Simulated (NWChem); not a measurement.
All runs are NWChem calculations. System: cyclopentadiene (C₅H₆), charge 0, spin multiplicity 1, at a geometry optimised with PBE0/def2-SVP. Level: RHF/def2-TZVP.

The NWChem input:

```
start mol
memory heap 200 mb stack 900 mb global 1100 mb
geometry units angstroms nocenter noautoz
  C     -0.731799     0.000000    -0.990635
  C     -1.175476     0.000000     0.284977
  C      0.000000     0.000000     1.209707
  C      1.175476     0.000000     0.284977
  C      0.731799     0.000000    -0.990635
  H     -1.353492     0.000000    -1.888022
  H     -2.215769     0.000000     0.613426
  H      0.000000    -0.880871     1.879420
  H      0.000000     0.880871     1.879420
  H      2.215769     0.000000     0.613426
  H      1.353492     0.000000    -1.888022
  symmetry group C2v
end
basis spherical
  * library def2-tzvp
end
scf
  rhf
  nopen 0
  maxiter 100
  thresh 1e-7
  semidirect memsize 60000000 filesize 0
end
task scf energy
```

NWChem printed:

```
             Northwest Computational Chemistry Package (NWChem) 7.3.0
             --------------------------------------------------------

                                NWChem Input Module
                                -------------------

 Scaling coordinates for geometry "geometry" by  1.889725989
 (inverse scale =  0.529177249)

 Turning off AUTOSYM since
 SYMMETRY directive was detected!

                             Geometry "geometry" -> ""
                             -------------------------

 Output coordinates in angstroms (scale by  1.889725989 to convert to a.u.)

  No.       Tag          Charge          X              Y              Z
 ---- ---------------- ---------- -------------- -------------- --------------
    1 C                    6.0000    -0.73179900     0.00000000    -0.99063500
    2 C                    6.0000    -1.17547600     0.00000000     0.28497700
    3 C                    6.0000     0.00000000     0.00000000     1.20970700
    4 C                    6.0000     1.17547600     0.00000000     0.28497700
    5 C                    6.0000     0.73179900     0.00000000    -0.99063500
    6 H                    1.0000    -1.35349200     0.00000000    -1.88802200
    7 H                    1.0000    -2.21576900     0.00000000     0.61342600
    8 H                    1.0000     0.00000000    -0.88087100     1.87942000
    9 H                    1.0000     0.00000000     0.88087100     1.87942000
   10 H                    1.0000     2.21576900     0.00000000     0.61342600
   11 H                    1.0000     1.35349200     0.00000000    -1.88802200

 Effective nuclear repulsion energy (a.u.)     156.6664350278

            Nuclear Dipole moment (a.u.)
            ----------------------------
        X                 Y               Z
 ---------------- ---------------- ----------------
     0.0000000000     0.0000000000    -0.0000113384

      Symmetry information
      --------------------

 Group name             C2v
 Group number             16
 Group order               4
 No. of unique centers     6

      Symmetry unique atoms
[...]
   Bfn.  Coefficient  Atom+Function         Bfn.  Coefficient  Atom+Function
  ----- ------------  ---------------      ----- ------------  ---------------
    67      9.331128   3 C  s                36     -2.342886   2 C  s
    98     -2.342886   4 C  s               170     -2.283986   8 H  s
   176     -2.283986   9 H  s                43     -1.849931   2 C  px
   105      1.849931   4 C  px              164     -1.410583   7 H  s
   182     -1.410583  10 H  s                66     -0.828940   3 C  s

 Vector   21  Occ=0.000000D+00  E= 1.810870D-01  Symmetry=a1
              MO Center=  7.1D-15,  9.0D-16, -1.4D+00, r^2= 9.5D+00
   Bfn.  Coefficient  Atom+Function         Bfn.  Coefficient  Atom+Function
  ----- ------------  ---------------      ----- ------------  ---------------
    67      6.251457   3 C  s                36     -2.715153   2 C  s
    98     -2.715153   4 C  s               158      2.640108   6 H  s
   188      2.640108  11 H  s                 5     -1.467024   1 C  s
   129     -1.467024   5 C  s                43     -1.339457   2 C  px
   105      1.339457   4 C  px              170     -1.303042   8 H  s

------------------------------------------------------------
EAF file 0: "./mol.aoints.0" size=524288 bytes
------------------------------------------------------------
               write      read    awrite     aread      wait
               -----      ----    ------     -----      ----
     calls:        1        19         0         0         0
   data(b): 5.24e+05  9.96e+06  0.00e+00  0.00e+00
   time(s): 0.00e+00  0.00e+00  0.00e+00  0.00e+00  0.00e+00
rate(mb/s): 0.00e+00  0.00e+00
------------------------------------------------------------

 center of mass
 --------------
 x =   0.00000000 y =   0.00000000 z =  -0.03433980

 moments of inertia (a.u.)
 ------------------
         213.077531020726           0.000000000000           0.000000000000
           0.000000000000         420.339271821349           0.000000000000
           0.000000000000           0.000000000000         218.432107103130

  Mulliken analysis of the total density
  --------------------------------------

    Atom       Charge   Shell Charges
 -----------   ------   -------------------------------------------------------
    1 C    6     6.13   0.85  1.12  0.50  0.57  0.09  1.23  1.32  0.34  0.02  0.08  0.01
    2 C    6     6.24   0.85  1.12  0.50  0.56  0.16  1.22  1.31  0.40  0.02  0.07  0.01
    3 C    6     6.00   0.85  1.12  0.47  0.69 -0.12  1.25  1.37  0.24  0.02  0.09  0.01
    4 C    6     6.24   0.85  1.12  0.50  0.56  0.16  1.22  1.31  0.40  0.02  0.07  0.01
    5 C    6     6.13   0.85  1.12  0.50  0.57  0.09  1.23  1.32  0.34  0.02  0.08  0.01
    6 H    1     0.87   0.26  0.49  0.09  0.02
    7 H    1     0.87   0.26  0.49  0.09  0.02
    8 H    1     0.90   0.26  0.49  0.12  0.02
    9 H    1     0.90   0.26  0.49  0.12  0.02
   10 H    1     0.87   0.26  0.49  0.09  0.02
   11 H    1     0.87   0.26  0.49  0.09  0.02

       Multipole analysis of the density wrt the origin
       ------------------------------------------------

     L   x y z        total         open         nuclear
     -   - - -        -----         ----         -------
     0   0 0 0      0.000000      0.000000     36.000000

     1   1 0 0     -0.000000      0.000000      0.000000
     1   0 1 0     -0.000000      0.000000      0.000000
     1   0 0 1      0.149913      0.000000     -0.000011

     2   2 0 0    -21.536760      0.000000    130.309669
     2   1 1 0     -0.000000      0.000000      0.000000
     2   1 0 1      0.000000      0.000000      0.000000
     2   0 2 0    -25.152411      0.000000      5.541818
     2   0 1 1     -0.000000      0.000000      0.000000
     2   0 0 2    -20.259075      0.000000    130.263346

 Task  times  cpu:       16.8s     wall:       16.8s

 Total times  cpu:       16.8s     wall:       16.8s
```
